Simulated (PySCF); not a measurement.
# How methods differ on the ionisation energy of Ga⁺

Ga⁺ [Ar] 3d10 4s2 (1S) → Ga²⁺ [Ar] 3d10 4s1 (2S), as a difference of total energies. Calculation: PySCF 2.14, in aug-cc-pVTZ-DK (7s6p4d2f, 59 functions); scalar relativity by spin-free X2C-1e. Correlated levels: valence: [Ar] 3d10 frozen. The calculations carry no spin-orbit coupling.

Problem. Order these methods by the ionisation energy they give, lowest first.
A. CCSD (valence)
B. SCS-MP2 (valence)
C. UHF
D. MP2 (valence)

Solution. C (18.771 eV), D (19.476 eV), B (19.616 eV), A (19.763 eV).

Errors of the correlated levels include the incompleteness of this basis and the frozen core.

With two correlated electrons CCSD is exact in that space.

For comparison: 20.515 eV (measured; NIST Atomic Spectra Database, ionization energies).
